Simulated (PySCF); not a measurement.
A structure optimised at PBE-D3(BJ)/def2-SVP, used in a PySCF frequency run:

```
Si
O 1 1.6652
H 2 0.9753 1 116.29
Cl 1 2.0861 2 110.34 3 58.77
Cl 1 2.0861 2 110.34 3 -58.77
Ge 1 2.3727 2 108.51 3 180.00
H 6 1.5478 1 108.29 2 -180.00
H 6 1.5483 7 109.43 1 119.80
H 6 1.5483 7 109.43 8 120.40
```
Charge 0, spin multiplicity 1.

Question: Write its SMILES, formula and point group.

Answer: O[Si](Cl)(Cl)[GeH3], Cl₂GeH₄OSi, Cs

Question: What are its rotational constants (standard atomic weights)?

Answer: 1.7059, 0.98612, 0.81584 GHz
